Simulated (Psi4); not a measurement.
ClGa, triplet, at a GFN2-xTB geometry (such geometries of metal compounds can be far from the true shape) (the spin is typed, not shown lowest); R2SCAN/STO-3G (Psi4).

Input for Psi4:
```
memory 2 GB

molecule mol {
0 3
Ga   -0.000000   -0.000000   -0.787509
Cl    0.000000    0.000000    1.436045
}

set {
  basis sto-3g
  reference uks
  scf_type pk
  puream true
  d_convergence 1e-8
  dft_radial_points 99
  dft_spherical_points 590
}

energy('r2scan')
print_variables()
```

Task: Write the output that Psi4 gives for this input, abridged.

Result: 
```
   => Loading Basis Set <=

    Name: STO-3G
    Role: ORBITAL
    Keyword: BASIS

         ---------------------------------------------------------
                                   SCF
               by Justin Turney, Rob Parrish, Andy Simmonett
                          and Daniel G. A. Smith
                              UKS Reference
         ---------------------------------------------------------

  ==> Geometry <==

    Molecular point group: c2v
    Full point group: C_inf_v

    Geometry (in Angstrom), charge = 0, multiplicity = 3:

       Center              X                  Y                   Z               Mass
    ------------   -----------------  -----------------  -----------------  -----------------
         GA           0.000000000000     0.000000000000    -0.748405233215    68.925573500000
         CL           0.000000000000     0.000000000000     1.475148766785    34.968852682000

  Running in c2v symmetry.

  Rotational constants: A = ************  B =      0.14697  C =      0.14697 [cm^-1]
  Rotational constants: A = ************  B =   4406.07935  C =   4406.07935 [MHz]
  Nuclear repulsion =  125.419211776772698

  Charge       = 0
  Multiplicity = 3
  Electrons    = 48
  Nalpha       = 25
  Nbeta        = 23

  ==> Algorithm <==

  SCF Algorithm Type is PK.
  DIIS enabled.
  MOM disabled.
  Fractional occupation disabled.
  Guess Type is SAD.
  Energy threshold   = 1.00e-06
  Density threshold  = 1.00e-08
  Integral threshold = 1.00e-12

  ==> Primary Basis <==

  Basis Set: STO-3G
    Blend: STO-3G
    Number of shells: 13
    Number of basis functions: 27
    Number of Cartesian functions: 28
    Spherical Harmonics?: true
    Max angular momentum: 2

  ==> DFT Potential <==

   => LibXC <=

    Version 7.1.2
    S. Lehtola, C. Steigemann, M. J. T. Oliveira, and M. A. L. Marques,  SoftwareX 7, 1–5 (2018) (10.1016/j.softx.2017.11.002)

   => Composite Functional: R2SCAN <=

    r2SCAN Meta-GGA XC Functional  (0.1021/acs.jpclett.0c02405)
    J. W. Furness, A. D. Kaplan, J. Ning, J. P. Perdew, J. Sun  J. Phys. Chem. Lett.  11, 8208–8215, 2020

    Deriv               =              1
    GGA                 =           TRUE
    Meta                =           TRUE

    Exchange Hybrid     =          FALSE
    MP2 Hybrid          =          FALSE

   => Exchange Functionals <=

    1.0000   XC_MGGA_X_R2SCAN

   => Correlation Functionals <=

    1.0000   XC_MGGA_C_R2SCAN

   => LibXC Density Thresholds  <==

    XC_MGGA_C_R2SCAN:  1.00E-15
    XC_MGGA_X_R2SCAN:  1.00E-11

   => Molecular Quadrature <=

    Radial Scheme          =       TREUTLER
    Pruning Scheme         =           NONE
    Nuclear Scheme         =       TREUTLER

    Blocking Scheme        =         OCTREE
    BS radius alpha        =              1
    Pruning alpha          =              1
    Radial Points          =             99
    Spherical Points       =            590
    Total Points           =         101694
    Total Blocks           =            833
    Max Points             =            256
    Max Functions          =             26
    Weights Tolerance      =       1.00E-15

  ==> Integral Setup <==

  Using in-core PK algorithm.
   Calculation information:
      Number of atoms:                   2
      Number of AO shells:              13
      Number of primitives:             39
      Number of atomic orbitals:        28
      Number of basis functions:        27

      Integral cutoff                 1.00e-12
      Number of threads:                 1

  Performing in-core PK
  Using 143262 doubles for integral storage.
  We computed 3238 shell quartets total.
  Whereas there are 4186 unique shell quartets.

  ==> DiskJK: Disk-Based J/K Matrices <==

    J tasked:                  Yes
    K tasked:                   No
    wK tasked:                  No
    Schwarz Cutoff:          1E-12

  Minimum eigenvalue in the overlap matrix is 3.8661602230E-01.
[...]
    NB   [    12,    1,    5,    5 ]

   @UKS iter  24: -2346.03799288578602    1.11036e+01   4.99898e-02 DIIS/ADIIS
   @UKS iter  25: -2357.41193664616230   -1.13739e+01   9.81177e-03 DIIS/ADIIS
   @UKS iter  26: -2357.45985938058175   -4.79227e-02   5.34741e-03 DIIS/ADIIS
   @UKS iter  27: -2357.44757765854092    1.22817e-02   8.06691e-03 DIIS/ADIIS
   @UKS iter  28: -2357.44956542138607   -1.98776e-03   7.66818e-03 DIIS/ADIIS
   @UKS iter  29: -2357.46007689842281   -1.05115e-02   5.05739e-03 DIIS/ADIIS
   @UKS iter  30: -2357.46986322182784   -9.78632e-03   1.39012e-03 DIIS/ADIIS
   @UKS iter  31: -2357.47123743279371   -1.37421e-03   2.86388e-04 DIIS/ADIIS
   @UKS iter  32: -2357.47126281281089   -2.53800e-05   1.73385e-04 DIIS/ADIIS
   @UKS iter  33: -2357.47128843999371   -2.56272e-05   1.77100e-05 DIIS
   @UKS iter  34: -2357.47128848701232   -4.70186e-08   2.62031e-05 DIIS
   @UKS iter  35: -2357.47128873362271   -2.46610e-07   1.53524e-05 DIIS
   @UKS iter  36: -2357.47128886303881   -1.29416e-07   1.45077e-06 DIIS
   @UKS iter  37: -2357.47128886426890   -1.23009e-09   7.71084e-08 DIIS
   @UKS iter  38: -2357.47128886427208   -3.18323e-12   4.15261e-08 DIIS
   @UKS iter  39: -2357.47128886427299   -9.09495e-13   5.72220e-10 DIIS
  Energy and wave function converged.

  ==> Post-Iterations <==

   Electrons on quadrature grid:
      Nalpha   =   25.0000005436 ; deviation = 5.436e-07
      Nbeta    =   23.0000005635 ; deviation = 5.635e-07
      Ntotal   =   48.0000011071 ; deviation = 1.107e-06

   @Spin Contamination Metric:   1.908899020E-03
   @S^2 Expected:                2.000000000E+00
   @S^2 Observed:                2.001908899E+00
   @S   Expected:                1.000000000E+00
   @S   Observed:                1.000000000E+00

    Orbital Energies [Eh]
    ---------------------

    Alpha Occupied:

[...]
       6B1    -0.109600

    Alpha Virtual:

[...]
    Beta Occupied:

[...]
    Beta Virtual:

[...]
      14A1     0.094266

    Final Occupation by Irrep:
             A1    A2    B1    B2
    DOCC [    12,    1,    5,    5 ]
    SOCC [     1,    0,    1,    0 ]
    NA   [    13,    1,    6,    5 ]
    NB   [    12,    1,    5,    5 ]

  @UKS Final Energy: -2357.47128886427299

   => Energetics <=

    Nuclear Repulsion Energy =            125.4192117767726984
    One-Electron Energy =               -3532.5624007578567216
    Two-Electron Energy =                1152.8505364523794015
    DFT Exchange-Correlation Energy =    -103.1786363355679725
    Empirical Dispersion Energy =           0.0000000000000000
    VV10 Nonlocal Energy =                  0.0000000000000000
    Total Energy =                      -2357.4712888642729922

  UHF NO Occupations:
  HONO-2 :    5 B2 1.9995210
  HONO-1 :    6 B1 1.0000000
  HONO-0 :   13 A1 1.0000000
  LUNO+0 :    6 B2 0.0004790
  LUNO+1 :   14 A1 0.0004756

Computation Completed

Properties will be evaluated at   0.000000,   0.000000,   0.000000 [a0]

Properties computed using the SCF density matrix

 Multipole Moments:

 ------------------------------------------------------------------------------------
     Multipole            Electronic (a.u.)      Nuclear  (a.u.)        Total (a.u.)
 ------------------------------------------------------------------------------------

 L = 1.  Multiply by 2.5417464519 to convert [e a0] to [Debye]
 Dipole X            :          0.0000000            0.0000000            0.0000000
 Dipole Y            :          0.0000000            0.0000000            0.0000000
 Dipole Z            :         -3.9378866            3.5469532           -0.3909334
 Magnitude           :                                                    0.3909334

 ------------------------------------------------------------------------------------

  Variable Map:
  ----------------------------------------------------------------------------
[...]
  Array Variable Map:
  ----------------------------------------------------------------------------
[...]
[...]
```
